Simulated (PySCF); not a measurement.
# Zn⁺ (zinc, charge +1) across methods

[Ar] 3d9 4s1 4p1, one real determinant (an excited configuration). Computed with PySCF 2.14 in ANO-RCC-VTZP (6s5p3d2f1g, 59 functions), with scalar relativity by spin-free X2C-1e.

```tsv
method	E (hartree)	mean ε 3d β (eV)	mean ε 4s α (eV)	mean ε 4p α (eV)	Σ⟨r²⟩ (bohr²)	⟨S²⟩
B3LYP	-1795.142	-29.821	-18.604	-11.509	27.92	3.750
LDA	-1792.049	-27.468	-17.903	-10.812	27.92	3.750
MN15	-1796.265	-31.696	-19.251	-12.206	28.00	3.751
r2SCAN	-1795.072	-27.539	-18.003	-11.069	27.65	3.751
PBE0	-1794.851	-30.294	-18.808	-11.792	27.88	3.751
UHF	-1793.58793	-38.777	-21.719	-14.420	28.06	3.751
PBE	-1794.831	-27.168	-17.652	-10.780	28.00	3.750
```

Question: Estimate the same row for M06-L.

Answer: E (hartree) = -1795.008; mean ε 3d β (eV) = -27.307; mean ε 4s α (eV) = -17.539; mean ε 4p α (eV) = -10.627; Σ⟨r²⟩ (bohr²) = 27.69; ⟨S²⟩ = 3.750.

⟨L²⟩ = 8.01 against 12 for a pure F term, so this real determinant mixes terms.
